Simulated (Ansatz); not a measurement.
Z-matrix (Å, degrees):
```
C
H 1 1.0921
H 1 1.0948 2 108.26
H 1 1.0964 2 107.59 3 114.24
Al 1 1.9503 2 113.25 4 121.93
H 5 1.5902 1 121.37 2 -8.68
H 5 1.5905 6 118.77 1 179.45
```
Charge 0, multiplicity 1.

Calculation: frozen-core CCSD(T)/cc-pVTZ // PBE0-D4/def2-TZVP in Ansatz (a program for electronic structure).

```json
{
  "HF energy": "-282.70631 Ha",
  "MP2 correlation energy": "-0.27049 Ha"
}
```

Problem. Estimate the CCSD correlation energy, the (T) correction, the total energy and the T1 diagnostic.

Solution. 
```json
{
 "CCSD correlation energy": "-0.30329 Ha",
 "(T) correction": "-0.00932 Ha",
 "CCSD(T) total energy": "-283.01892 Ha",
 "T1 diagnostic": "0.009"
}
```
